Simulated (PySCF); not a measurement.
## Radial density of Re (rhenium, neutral)

UHF, [Xe] 4f14 5d7, high-spin 4F determinant (an excited configuration). All numbers are calculated (PySCF 2.14, scalar relativity through the core potential, in aug-cc-pwCVDZ-PP with ECP60MDF). This is the valence pseudo-density: the core potential removes the inner electrons and smooths the orbitals near the nucleus.

```
r (bohr)  4πr²ρ (e/bohr)  4πr²(ρα − ρβ)
   0.133       3.777e-05         0.0000
   0.223       0.0004015         0.0000
   0.375         0.04289         0.0014
   0.631           2.922         0.0912
    1.06           12.02         1.2827
    1.79           5.572         1.6556
    3.00           1.186         0.4406
    5.05          0.1321         0.0134
    8.50        0.003039        -0.0013
```

Energies and moments cover only the electrons outside the core potential. Spin-orbit coupling, absent here, splits the open shell strongly.
